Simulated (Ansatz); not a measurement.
`C=[C](O)[AlH2]` and `C=C(O)SC` differ in one atom or group.

Ansatz, PBE0-D4/def2-TZVP geometries, multiplicity 1. Each molecule was computed in one conformer, which needn't be the lowest.

```json
{"property": "size of the dipole moment (PBE/def2-TZVPP) / D", "`C=[C](O)[AlH2]`": "0.92"}
{"property": "LUMO energy (PBE/def2-TZVPP) / eV", "`C=[C](O)[AlH2]`": "-2.52"}
{"property": "LUMO energy (B3LYP/def2-TZVPP) / eV", "`C=[C](O)[AlH2]`": "-1.97"}
{"property": "size of the dipole moment (ωB97M-V/def2-TZVPP) / D", "`C=[C](O)[AlH2]`": "1.11"}
{"property": "HOMO energy (ωB97M-V/def2-TZVPP) / eV", "`C=[C](O)[AlH2]`": "-9.11"}
{"property": "HOMO–LUMO gap (PBE/def2-TZVPP) / eV", "`C=[C](O)[AlH2]`": "3.23"}
```

Task: Give the same properties after the change, and the shifts. (An estimate is asked.)

Result: The calculation gave: 
```tsv
property	`C=C(O)SC`	shift
size of the dipole moment (PBE/def2-TZVPP) / D	1.63	0.71
LUMO energy (PBE/def2-TZVPP) / eV	-0.95	1.57
LUMO energy (B3LYP/def2-TZVPP) / eV	-0.22	1.75
size of the dipole moment (ωB97M-V/def2-TZVPP) / D	1.62	0.51
HOMO energy (ωB97M-V/def2-TZVPP) / eV	-8.81	0.30
HOMO–LUMO gap (PBE/def2-TZVPP) / eV	4.51	1.28
```

With PBE0 the HOMO rises by 0.28 eV and the LUMO rises by 1.78 eV, so the gap widens by about 1.50 eV. PBE moves the HOMO by 0.29 eV and ωB97M-V by 0.30 eV. Dipoles are sizes alone; their direction can turn.

B3LYP here is the variant with VWN-RPA as its local correlation; programs differ in this.
